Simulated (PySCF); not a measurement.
Spin states of PbI

Unrestricted PBE0; basis Pb cc-pVTZ-PP with ECP60, I cc-pVTZ-PP with ECP28; scalar-relativistic core potentials; PySCF 2.14. Outer shells of the fragments: Pb 5d10 6s2 6p2; I 4d10 5s2 5p5.

Followed along the bond (rough minima from three points):

| 2Ms+1 | unpaired | ⟨S²⟩ at the start | R at minimum (Å) | Te (eV) |
| --- | --- | --- | --- | --- |
| 2 | π ↑ | 0.75 | 2.81 | 0.00 |
| 4 | σ ↑, π ↑↑ | 3.76 | none in the scan | ≤ 3.07 |

Solutions found at the starting distance of 2.705 Å, counted from the lowest of them; the search is not exhaustive and high or unbound solutions are not listed, so other states can lie among these:

| 2Ms+1 | unpaired | term | E (eV) | ⟨S²⟩ | ⟨Lz²⟩ | μ (D) |
| --- | --- | --- | --- | --- | --- | --- |
| 2 | π ↑ | ²Π | 0.00 | 0.75 | 1.01 | -2.61 |
| 2 | σ ↑ | ²Σ⁺ | 2.26 | 0.75 | 0.00 | -1.78 |
| 4 | σ ↑, π ↑↑ | ⁴Σ⁻ | 3.24 | 3.76 | 0.00 | 0.71 |
| 4 | π ↑↑↑ | ⁴Π | 3.42 | 3.76 | 1.01 | 2.88 |
| 2 | σ ↓, π ↑↑ | mixed | 3.57 | 1.76 | 0.00 | 0.99 |
| 2 | π ↑↑↓ | mixed | 3.70 | 1.76 | 3.03 | 2.89 |
| 4 | σ ↑↑, π ↑ | ⁴Π | 4.99 | 3.75 | 1.00 | 1.08 |
| 4 | σ ↑, π ↑↑ | mixed | 5.19 | 3.76 | 2.01 | 2.98 |
| 4 | σ ↑, π ↑↑ | mixed | 5.35 | 3.76 | 2.01 | 2.96 |

A term symbol is given only where ⟨S²⟩ and ⟨Lz²⟩ are close to those of a pure state; real π, δ and φ orbitals otherwise mix terms. A positive dipole means Pb(−)I(+).

These are scalar-relativistic numbers at best; spin–orbit coupling would shift them, the dissociation energy most. Counting both spins, an empty level lies below a filled one in some of these solutions, because spin and occupation are held.
